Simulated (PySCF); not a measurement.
## How methods differ on the ionisation energy of Mo

Mo [Kr] 4d5 5s1 (7S) → Mo+ [Kr] 4d5 (6S), as a difference of total energies. Calculation: PySCF 2.14, in x2c-QZVPPall (13s8p7d3f2g, 111 functions); the spin-free X2C one-electron Hamiltonian (Gaussian nucleus). Correlated levels: valence: [Kr] frozen; valence and next inner shell: [Ar] 3d10 frozen. The calculations carry no spin-orbit coupling.

```json
{"method": "UHF", "ionisation energy (eV)": "6.250", "error (eV)": "-0.842"}
{"method": "LDA", "ionisation energy (eV)": "7.714", "error (eV)": "+0.622"}
{"method": "PBE", "ionisation energy (eV)": "7.453", "error (eV)": "+0.361"}
{"method": "PBE0", "ionisation energy (eV)": "7.193", "error (eV)": "+0.101"}
{"method": "r2SCAN", "ionisation energy (eV)": "7.477", "error (eV)": "+0.385"}
{"method": "wB97X", "ionisation energy (eV)": "6.515", "error (eV)": "-0.577"}
{"method": "BLYP", "ionisation energy (eV)": "7.278", "error (eV)": "+0.186"}
{"method": "PW91", "ionisation energy (eV)": "7.524", "error (eV)": "+0.432"}
{"method": "MP2 (valence)", "ionisation energy (eV)": "6.818", "error (eV)": "-0.274"}
{"method": "SCS-MP2 (valence)", "ionisation energy (eV)": "6.440", "error (eV)": "-0.652"}
{"method": "MP2 (valence and next inner shell)", "ionisation energy (eV)": "7.121", "error (eV)": "+0.029"}
{"method": "SCS-MP2 (valence and next inner shell)", "ionisation energy (eV)": "6.711", "error (eV)": "-0.381"}
```

Reference: 7.092 eV (measured; NIST Atomic Spectra Database, ionization energies).

Errors of the correlated levels include the incompleteness of this basis and the frozen core.
